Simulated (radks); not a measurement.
Q: Species: neutral magnesium. Configuration: [Ne] 3s2. All-electron calculation, non-relativistic Kohn-Sham, exchange-only PBE, spin-polarised, spherical densities, point nucleus. Program: a radial shooting solver on a logarithmic mesh with Libxc functionals. Some entries of the table are withheld. Estimate them.

| orbital | occ. | eigenvalue (hartree) | <r^2> (bohr^2) |
|---|---|---|---|
| 1s | 2 | -46.18699 | 0.02309 |
| 2s | 2 | -2.87954 | 0.5909 |
| 2p | 6 | (1) | 0.6157 |
| 3s | 2 | (2) | (3) |

A: 
(1) 2p eigenvalue (hartree): -1.67554
(2) 3s eigenvalue (hartree): -0.14926
(3) 3s <r^2> (bohr^2): 12.28
